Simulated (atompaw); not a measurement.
Before and after: PAW (atompaw) potential for bromine (Br)

bromine, PAW, made with atompaw 4.2.0.5 (PBE, scalar-relativistic). Core [Ar] 3d10, reference 4s1.75 4p5.25. Waves: 4s (bound): rc 1.40 bohr; 4s channel at -0.1 Ry: rc 1.70 bohr; 4p (bound): rc 1.70 bohr; 4p channel at 1.65 Ry: rc 1.70 bohr; 4d channel at 0.1 Ry: rc 1.70 bohr; 4d channel at 2.05 Ry: rc 1.70 bohr. Local part: bessel scheme, radius 1.70 bohr. Core correction: smooth core density matched at 1.45 bohr. Augmentation charge: besselshape compensation charge, radius 1.55 bohr; PAW radius 1.70 bohr; waves and projectors: custom polynom2 7 10 vanderbiltortho.

All-electron outer shells of the reference configuration (PBE, scalar-relativistic, ld1.x):

| shell | level (eV) | outermost node (bohr) | outermost maximum (bohr) |
| --- | --- | --- | --- |
| 3p | -173.89 | 0.21 | 0.48 |
| 3d | -67.11 | – | 0.43 |
| 4s | -20.34 | 0.67 | 1.41 |
| 4p | -8.01 | 0.70 | 1.66 |

Change: augmentation besselshape compensation charge, radius 1.55 bohr; PAW radius 1.70 bohr; waves and projectors: custom rrkj gramschmidtortho.

Cutoffs: the cutoffs (Ry, on a coarse ladder) from which the occupation-weighted sum of valence levels, in a spherical-Bessel basis at the reference potential, stays within 10 and 1 mRy of its value at 400 Ry; they do not see the model core or the augmentation charge, which bear on the density cutoff.

What does the change do?

The potential gets harder (18 Ry and 25 Ry → 18 Ry and 40 Ry); the bound ghost in d disappears; the range in which the d phases agree narrows (upper end at the end of the scan → 3.8).

| quantity | base | changed |
| --- | --- | --- |
| cutoff, loose | 18 Ry | 18 Ry |
| cutoff, tight | 25 Ry | 40 Ry |
| loose cutoff by channel (10 mRy a level) | s 15 Ry, p 10 Ry | s 15 Ry, p 12 Ry |
| bound ghosts | d | none |
| s: phases at 1.70 bohr within 0.05 rad from the reference energy up to (Ry; the scan ends near 5) | to the end of the scan | to the end of the scan |
| p: phases at 1.70 bohr within 0.05 rad from the reference energy up to (Ry; the scan ends near 5) | to the end of the scan | to the end of the scan |
| d: phases at 1.70 bohr within 0.05 rad from the reference energy up to (Ry; the scan ends near 5) | to the end of the scan | 3.8 |
| lowest overlap eigenvalue by channel | s 0.06, p 0.55, d 0.96 | s 0.05, p 0.65, d 0.91 |

 A true bound ghost makes a file unfit for plane-wave use even where its test errors are small: the radial tests pick states by their node count and pass the ghost by. The cutoffs see the waves, projectors and local potential, not the compensation charge or the core.
